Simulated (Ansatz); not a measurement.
`NC#C[SeH]` + `N=COCN` → `N=COC[SeH]` + `NC#CN`  (formal exchange of groups at the Se–C bond)

Gas-phase electronic energies from Ansatz, PBE0-D4/def2-TZVP geometries. CCSD(T)/CBS adds triple-zeta CCSD(T) − MP2 to the extrapolated MP2 energy (def2 sets, frozen cores). For Se outer-core shells are correlated without core-valence functions, which leaves a few kJ/mol of doubt a bond. Scalar relativity is left out up to krypton. One conformer a species, not always the lowest.

| species | CCSD(T)/CBS(def2) energy (Eh) |
| --- | --- |
| `NC#C[SeH]` | -2533.22953 |
| `N=COCN` | -264.25894 |
| `N=COC[SeH]` | -2609.65341 |
| `NC#CN` | -187.82763 |

Question: Work out ΔE.

Answer: ΔE = (-2609.65341) + (-187.82763) − (-2533.22953) − (-264.25894) = 0.00743 Eh = +19.5 kJ/mol.

Largest T1 diagnostic among the species: 0.013.
